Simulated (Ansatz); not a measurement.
`[AlH2][NH]CS`. Charge 0, multiplicity 1.

```xyz
10

Al    0.315   -0.236   -1.892
N     0.047    0.520   -0.307
C     0.305   -0.043    0.979
S    -1.140   -0.761    1.854
H     1.045   -1.640   -1.895
H    -0.150    0.569   -3.171
H    -0.436    1.406   -0.244
H     0.772    0.672    1.659
H     0.986   -0.893    0.884
H    -1.744    0.406    2.133
```

(1) List the harmonic frequencies (cm⁻¹, unscaled) at PBE0-D4/def2-TZVP in Ansatz. (An estimate is asked.)

(2) Is this a minimum?

(3) Give the ideal-gas thermochemistry at 298.15 K and 1 bar (rigid rotor, harmonic oscillator; point group C1, symmetry number 1).

Results:

(1) Ansatz gave: 58, 185, 219, 243, 369, 535, 572, 597, 675, 717, 771, 802, 1010, 1155, 1228, 1312, 1418, 1472, 1940, 1950, 2707, 3062, 3116, 3595.

(2) Yes, all 24 modes are real.

(3) Zero-point energy 177.7 kJ/mol; H(298) − E = 197.6 kJ/mol; entropy 336.3 J/(mol·K), of which translation 165.1, rotation 110.7, vibration 60.5; G(298) − E = 97.3 kJ/mol. Modes under 100 cm⁻¹ are hindered rotations or soft bends, so the harmonic entropy is rough.
